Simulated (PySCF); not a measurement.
C3H7B, SMILES BCC=C. Geometry: PBE-D3(BJ)/def2-SVP. The structure was generated by enumeration, and PubChem lists no compound with its InChIKey, so it may never have been made. One conformer was computed; it need not be the lowest.

Calculation: PySCF with PBE-D3(BJ)/def2-SVP.

Harmonic wavenumbers (cm⁻¹): 95, 270, 289, 385, 476, 607, 760, 884, 904, 959, 983, 993, 1067, 1156, 1162, 1242, 1269, 1308, 1387, 1672, 2500, 2592, 2786, 3023, 3065, 3074, 3168. Rotational constants (GHz): 27.74, 4.137, 3.903; symmetry number 1.

Question: Work out the zero-point energy and the ideal-gas rigid-rotor harmonic-oscillator thermochemistry at 298.15 K and 1 atm.

Answer: ZPE = ½ Σ hcν = ½ × 38075 cm⁻¹ = 54.43 kcal/mol. H − E(el) = 58.56 kcal/mol. Entropy in cal/(mol K): translation 37.88, rotation 24.09, vibration 9.93, total 71.90. G − E(el) = 37.12 kcal/mol. Cp = 21.51 cal/(mol K). Modes under 150 cm⁻¹ make the vibrational entropy uncertain.
